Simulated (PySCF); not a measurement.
C4H10Si2, SMILES C#C[SiH2][SiH2]CC. Geometry: PBE-D3(BJ)/def2-SVP. The structure was generated by enumeration, and PubChem lists no compound with its InChIKey, so it may never have been made. The values are those of a single conformer.

Question: Give the equilibrium geometry at PBE-D3(BJ)/def2-SVP (PySCF confirms it by a frequency run) as a Z-matrix. (Estimate from the structure and the level; the computed values follow.)

Answer: Several could match; the one computed here: 
```
C
H 1 1.1117
H 1 1.1117 2 106.26
C 1 1.5340 2 110.54 3 -120.65
H 4 1.1096 1 111.61 2 61.05
H 4 1.1098 5 107.31 1 -122.89
H 4 1.1102 5 107.08 6 -114.95
Si 1 1.9026 2 106.69 3 114.84
H 8 1.5077 1 110.72 2 -54.07
H 8 1.5095 9 108.09 1 121.85
Si 8 2.3596 9 108.97 10 118.43
H 11 1.5052 8 112.61 9 -41.08
H 11 1.5064 12 108.12 8 123.65
C 11 1.8422 12 109.33 13 117.94
C 14 1.2298 13 149.59 11 172.66
H 15 1.0823 2 113.53 1 -155.03
```
